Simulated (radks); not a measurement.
Results of a calculation; reference values are marked as such.
Task: All-electron atom: Sn in [Kr] 4d10 5s2 5p(1/2: 2, 3/2: 0). Code: a radial shooting solver on a logarithmic mesh with Libxc functionals. Model: Dirac Kohn-Sham, BLYP, spin-unpolarised, spherical densities, finite nucleus; Fermi nuclear charge, rms radius 4.6519 fm. Some entries of the table are withheld. Estimate them.

| orbital | occ. | eigenvalue (eV) | <r> (bohr) | r(max) (bohr) |
|---|---|---|---|---|
| 1s1/2 | 2 | -28997.35 | 0.02905 | 0.01877 |
| 2s1/2 | 2 | (1) | 0.1251 | 0.1062 |
| 2p1/2 | 2 | -4087.957 | 0.1058 | 0.08178 |
| 2p3/2 | 4 | -3857.209 | 0.1112 | 0.08630 |
| 3s1/2 | 2 | -843.8006 | 0.3392 | (2) |
| 3p1/2 | 2 | (3) | 0.3299 | 0.2941 |
| 3p3/2 | 4 | (4) | 0.3412 | 0.3044 |
| 3d3/2 | 4 | -477.6874 | 0.3126 | 0.2493 |
| 3d5/2 | 6 | -468.9905 | 0.3161 | 0.2522 |
| 4s1/2 | 2 | -133.2039 | 0.8183 | 0.7456 |
| 4p1/2 | 2 | -94.2866 | (5) | 0.7714 |
| 4p3/2 | 4 | -86.6853 | (6) | 0.7961 |
| 4d3/2 | 4 | -25.8858 | 1.092 | 0.8810 |
| 4d5/2 | 6 | -24.8432 | 1.107 | 0.8907 |
| 5s1/2 | 2 | -10.2352 | 2.401 | 2.011 |
| 5p1/2 | 2 | (7) | 3.184 | 2.482 |
| 5p3/2 | 0 | (8) | 3.353 | 2.603 |

Result: 
(1) 2s1/2 eigenvalue (eV): -4375.922
(2) 3s1/2 r(max) (bohr): 0.3078
(3) 3p1/2 eigenvalue (eV): -726.7872
(4) 3p3/2 eigenvalue (eV): -684.6629
(5) 4p1/2 <r> (bohr): 0.8654
(6) 4p3/2 <r> (bohr): 0.8954
(7) 5p1/2 eigenvalue (eV): -3.7289
(8) 5p3/2 eigenvalue (eV): -3.2918
